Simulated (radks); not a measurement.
Values are calculated unless marked as measured or tabulated.
Te I, 52 electrons, occupied as [Kr] 4d10 5s2 5p4. Code: a radial shooting solver on a logarithmic mesh with Libxc functionals. Model: Dirac Kohn-Sham, PBE, spin-unpolarised, spherical densities, finite nucleus; open shells are shared between the two j in proportion to 2j + 1; Fermi nuclear charge, rms radius 4.7423 fm. Some entries of the table are withheld. Estimate them.

| orbital | occ. | eigenvalue (eV) | <r> (bohr) |
|---|---|---|---|
| 1s1/2 | 2 | -31604.48 | 0.02781 |
| 2s1/2 | 2 | -4845.016 | 0.1194 |
| 2p1/2 | 2 | -4539.505 | 0.1008 |
| 2p3/2 | 4 | -4265.021 | 0.1064 |
| 3s1/2 | 2 | -964.2107 | 0.3218 |
| 3p1/2 | 2 | (1) | 0.3122 |
| 3p3/2 | 4 | (2) | 0.3236 |
| 3d3/2 | 4 | -565.8022 | 0.2947 |
| 3d5/2 | 6 | -555.1050 | 0.2983 |
| 4s1/2 | 2 | -164.2222 | 0.7647 |
| 4p1/2 | 2 | -121.0481 | 0.8016 |
| 4p3/2 | 4 | -111.3380 | 0.8303 |
| 4d3/2 | 4 | -42.4862 | (3) |
| 4d5/2 | 6 | -41.0195 | (4) |
| 5s1/2 | 2 | -15.0909 | 2.087 |
| 5p1/2 | 1.33333 | -6.5000 | 2.584 |
| 5p3/2 | 2.66667 | -5.7077 | 2.715 |

Answer. 
(1) 3p1/2 eigenvalue (eV): -838.5773
(2) 3p3/2 eigenvalue (eV): -787.4188
(3) 4d3/2 <r> (bohr): 0.9649
(4) 4d5/2 <r> (bohr): 0.9771
